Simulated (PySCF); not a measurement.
C2H9NOSi, SMILES [Si@@H](N)(CC)O.

Geometry: PBE0-D3(BJ)/def2-SVP. The structure was generated by enumeration; whether it is a known compound was not checked. Other conformers were not sampled.

Two levels are set side by side: TDA-PBE/def2-SVPD (PySCF) and TDA-M06-2X/def2-SVPD (PySCF). Vertical, same geometry. The lowest singlet is HOMO→LUMO 97 % with PBE and HOMO→LUMO 38 %, HOMO→LUMO+1 27 %, HOMO→LUMO+2 17 % with the other functional; states are paired by order. Differences are taken from unrounded values.

```json
[
 {"quantity": "lowest singlet excitation (eV)", "TDA-PBE": "6.00"},
 {"quantity": "lowest triplet excitation (TDA) (eV)", "TDA-PBE": "5.78"},
 {"quantity": "first bright state (f over 0.05) (eV)", "TDA-PBE": "7.61"},
 {"quantity": "its oscillator strength", "TDA-PBE": "0.08"}
]
```

Task: These are the TDA-PBE values. What does TDA-M06-2X give? (Estimate from the structure and the level; the computed values follow.)

Result: 
| quantity | TDA-M06-2X | TDA-PBE minus TDA-M06-2X |
|---|---|---|
| lowest singlet excitation (eV) | 7.05 | -1.05 |
| lowest triplet excitation (TDA) (eV) | 6.77 | -0.98 |
| first bright state (f over 0.05) (eV) | 8.83 | -1.22 |
| its oscillator strength | 0.15 | -0.07 |

A lower first singlet is the usual sign of a functional without exact exchange. Differences between two approximate levels are no errors against the true value.

Rough cost on one machine, each run with all the roots and properties that it gave: TDA-M06-2X against TDA-PBE about 10 times.
